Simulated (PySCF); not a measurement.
Computed properties of C4H7FO2, SMILES C[C@@]1(F)[C@H](O)[C@@H]1O

C₄H₇FO₂, SMILES O[C@H]1[C@@H](O)[C@@]1(C)F. Coordinates come from a PBE0-D3(BJ)/def2-SVP optimisation. The structure was generated by enumeration; whether it is a known compound was not checked. One conformer was computed; it need not be the lowest. All values are computed for the isolated molecule unless a solvent is named; none is compared with measurement here.

**Structure.** All 36 harmonic modes at PBE0-D3(BJ)/def2-SVP (PySCF) are real, so it is a minimum. With heavy atoms numbered as in [CH3:1][C@@:2]1([F:3])[C@H:4]([OH:5])[C@@H:6]1[OH:7], the shortest bond between them is C2–F3 at 1.370 Å and the longest C4–C6 at 1.518 Å.

**Vibrations.** The strongest infrared lines (harmonic, unscaled, degenerate partners summed) lie at 1210 cm⁻¹ (102 km/mol, H 50 %, O 25 %, C 25 %), 3739 cm⁻¹ (96 km/mol, H 94 %), 538 cm⁻¹ (86 km/mol, H 87 %). The softest mode is at 182 cm⁻¹ and the zero-point energy is 70.1 kcal/mol.

**Electronic structure.** CAM-B3LYP/def2-TZVP (PySCF) places the frontier levels at -8.53 and 1.56 eV, a gap of 10.09 eV, and gives a dipole moment of 2.65 D and a mean polarisability of 53.6 bohr³. PBE/def2-TZVP (PySCF) at the same geometry gives -5.58 and -0.32 eV, so its gap is 4.83 eV narrower. An orbital gap is neither the optical nor the fundamental gap.

**Excitations.** TDA-PBE0/def2-SVPD (PySCF) has S1 at 6.06 eV (204 nm, f = 0.001, dark); the most intense of the 6 singlets computed lies at 6.92 eV (f = 0.01). T1 (TDA) is at 5.80 eV, 0.26 eV under S1. TDA-PBE/def2-SVPD (PySCF) puts S1 at 5.13 eV. No vertical singlet excitation falls in the visible range (under 3.1 eV).

**NMR.** GIAO shifts at B3LYP/pcSseg-1 (PySCF) (non-relativistic, atoms alike by connectivity averaged): ¹³C from 21.2 to 76.9 ppm against TMS; ¹H from 1.6 to 3.0 ppm against TMS; ¹⁹F at -252.5 ppm against CFCl3.
